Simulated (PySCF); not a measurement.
## Frontier orbitals and the lowest excitations

Species: C₆H₆BCl.
SMILES with atom numbers: `[BH2:1][c:2]1[cH:3][cH:4][c:5]([Cl:6])[cH:7][cH:8]1` (hydrogens: H9, H10 on B1; H11 on C3; H12 on C4; H13 on C7; H14 on C8)

Cartesian coordinates in Å at the PBE0-D3(BJ)/def2-SVP level; atoms count from 1:
```xyz
14
C6H6BCl angstrom
B      2.521    0.306   -0.011
C      0.991    0.148    0.001
C      0.385   -1.122   -0.086
C     -0.995   -1.278   -0.074
C     -1.800   -0.140    0.027
Cl    -3.518   -0.319    0.044
C     -1.243    1.138    0.115
C      0.139    1.268    0.101
H      3.234   -0.668   -0.097
H      3.022    1.405    0.065
H      1.020   -2.009   -0.164
H     -1.459   -2.263   -0.142
H     -1.898    2.007    0.192
H      0.581    2.266    0.170
```

Computed, not measured: PySCF, TDDFT CAM-B3LYP/def2-SVPD, vertical, gas phase, core orbitals frozen in the response.

Kohn–Sham orbitals with the atoms that hold most of them (Löwdin shares over 4%, at most four atoms; ? is withheld):

```json
{"orbital": "HOMO-3", "ε (eV)": "-10.83", "atoms": "B1 38%, H10 20%, H9 20%, C2 8%"}
{"orbital": "HOMO-2", "ε (eV)": "-10.64", "atoms": "Cl6 75%, C5 9%"}
{"orbital": "HOMO-1", "ε (eV)": "-9.15", "atoms": "?"}
{"orbital": "HOMO", "ε (eV)": "?", "atoms": "Cl6 23%, C2 20%, C5 18%, C4 8%"}
{"orbital": "LUMO", "ε (eV)": "-1.22", "atoms": "?"}
{"orbital": "LUMO+1", "ε (eV)": "0.27", "atoms": "C3 18%, C8 18%, C7 18%, C4 18%"}
{"orbital": "LUMO+2", "ε (eV)": "1.10", "atoms": "B1 36%, Cl6 13%, C8 6%, C3 6%"}
```

Problem. Which atoms hold the LUMO, and with what shares?

Solution. B1 (bonded to C and 2 H) 32%; C2 (bonded to B and 2 C) 14%; C5 (bonded to 2 C and Cl) 13%; C8 (bonded to 2 C and H) 9%. By element: carbon 36% or more, boron 32%.

Problem. Which atoms hold the HOMO-1, and with what shares?

Solution. C7 (bonded to 2 C and H) 21%; C4 (bonded to 2 C and H) 21%; C3 (bonded to 2 C and H) 20%; C8 (bonded to 2 C and H) 20%.

Problem. What is the HOMO energy, and the HOMO–LUMO gap?

Solution. ε(HOMO) = -8.74 eV; the gap is 7.52 eV (0.2763 hartree).

Problem. The HOMO–LUMO gap is 7.52 eV. Where does the response calculation put the lowest singlet, and from which orbitals?

Solution. S1 is at 4.82 eV (f = 0.018), 2.70 eV below the gap, made of HOMO-1→LUMO (78%), HOMO→LUMO+1 (20%). Its leading pair isn't HOMO and LUMO; the energies of that pair differ by 7.93 eV. 

Problem. Give energy, strength and leading configuration of S1, S2, S5 and S6, and follow the Löwdin shares of the leading atoms from the occupied to the empty orbital.

Solution. 
- S1 (4.82 eV, f 0.018), HOMO-1→LUMO (78%): C7 21% → at most 10%, C4 21% → at most 10%, B1 at most 20% → 32%, C2 at most 20% → 14%
- S2 (5.01 eV, f 0.408), HOMO→LUMO (94%): Cl6 23% → at most 10%, C2 20% → 14%, B1 at most 9% → 32%
- S5 (6.20 eV, f 0.151), HOMO→LUMO+1 (73%): Cl6 23% → at most 18%, C2 20% → at most 18%, C3 at most 9% → 18%, C8 at most 9% → 18%
- S6 (6.52 eV, f 0.0000), HOMO-2→LUMO (74%): Cl6 75% → at most 10%, C5 9% → 13%, B1 at most 4% → 32%, C2 at most 4% → 14%

Hardware: Arm Neoverse V1, one thread, shared host with 32 logical CPUs at a one-minute load of 12. Cost: 52 s (grids of density and orbitals included), 1.0 GiB resident at most.
